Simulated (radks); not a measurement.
Problem. Coherent X-ray form factor from a spherical all-electron density. All-electron calculation, Dirac Kohn-Sham, BLYP, spin-unpolarised, spherical densities, point nucleus. Program: a radial shooting solver on a logarithmic mesh with Libxc functionals.

sin(theta)/lambda (1/angstrom),f0 (electrons)
0.05,37.452
0.1,35.958
0.15,33.869
0.2,31.547
0.25,29.251
0.3,27.127
0.4,23.582
0.5,20.869
0.6,18.677
0.8,14.992
1,11.893
1.25,9.031
1.5,7.263
2,5.567

The species is in the configuration that NIST lists as its ground one. Which atom or ion scatters so?

Solution. The zirconium ion Zr2+, [Kr] 4d2. Extrapolating in s^2 from the first two rows gives f0(0) = 37.9, near the electron count 38; among species with that count, the fall with angle is slower the higher Z, and the table is that of Z = 40; from so few rows the species is fixed only to a neighbour or two.
